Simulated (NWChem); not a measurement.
# AlSiH5; SMILES [SiH3][AlH2]

Program: NWChem. Pople sets run with spherical d functions. Coordinates come from a PBE-D3(BJ)/def2-SVP optimisation. Vertical excitations in the gas phase; the lowest state need not have the same character in each row.

```
level                                     lowest excitation, singlet (eV)  oscillator strength of that lowest state  orbital gap (eV)
----------------------------------------  -------------------------------  ----------------------------------------  ----------------
PBE/6-31+G*, TDA                                                     3.92                                     0.004              3.70
B3LYP/6-31+G*, TDA                                                   4.14                                     0.005              5.14
PBE0/6-31+G*, TDA                                                    4.21                                     0.005              5.53
LDA (Slater exchange, VWN5)/6-31+G*, TDA                             3.81                                     0.003              3.55
```
